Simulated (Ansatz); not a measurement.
Mulliken charges of `[O]1[SiH2][S][GaH]1` from B3LYP/def2-TZVPP in Ansatz (PBE0-D4/def2-TZVP geometry).

```
atom   x (Å)   y (Å)   z (Å)  charge (e)
  O1  -1.130   0.214  -0.251      -0.479
 Si2   0.037   0.693   0.808       0.542
  S3   1.651  -0.562   0.081      -0.339
 Ga4  -0.109  -0.988  -1.176       0.415
  H5   0.376   2.132   0.685      -0.078
  H6  -0.297   0.379   2.219      -0.078
  H7  -0.528  -1.869  -2.366       0.018
```

Question: By hand: the dipole of these point charges (1 e Å = 4.8032 D).

Answer: Σ q r = (-0.059, -0.176, -0.226) e Å, of length 0.292 e Å = 1.40 D.

Question: How does the dipole of the full density compare? (Estimate.)

Answer: The calculation gave: (-0.056, -0.178, -0.228) e Å, 1.42 D; the point charges give 0.99 times that, at 1° from its direction.

Point charges leave out the atoms' own dipoles, such as those of lone pairs, and Mulliken's split depends on the basis, so the close match here is no proof of good charges.

B3LYP here is the variant with VWN-RPA as its local correlation; programs differ in this.
